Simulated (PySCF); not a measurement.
Coordinates in bohr (charge 0 multiplicity 1):
```
Sn    0.0000    0.0000    0.0000
O     0.0000    0.0000    3.3990
O     0.0000    0.0000   -3.3990
```

These are results of PySCF, PBE0, basis Sn def2-TZVP with ECP28, O def2-TZVP (scalar-relativistic core potentials, no spin–orbit coupling, density fitting), not measurements.

This geometry of SnO2 is a stationary point at this level.

Problem. What is the point group?

Solution. D∞h.

Problem. Is it a minimum?

Solution. Yes: all harmonic wavenumbers are real.

Problem. List the harmonic modes with their infrared intensities.

Solution. 
| symmetry | ω (cm⁻¹) | IR (km/mol, summed over degenerate members) | type |
| --- | --- | --- | --- |
| πu | 162 | 79.5 | bend |
| σg+ | 805 | 0.0 | stretch |
| σu+ | 918 | 80.2 | stretch |

Problem. Give the atomic charges and bond orders.

Solution. 
```csv
atom,Mulliken,Löwdin,polar tensor,Mayer order to Sn1
Sn1,1.05,0.77,1.16,–
"O2,3",-0.53,-0.39,-0.58,1.87
```

Problem. Give the ideal-gas entropy at 298.15 K and 1 bar by parts.

Solution. translation 171.5, rotation 62.0, vibration 22.5, spin 0.0; total 256.0 J/(mol K).

In D∞h the vibrations span πu + σg+ + σu+. The σg+ mode carries no infrared intensity, as symmetry demands. With a centre of inversion only u modes can be infrared active and only g modes Raman active.
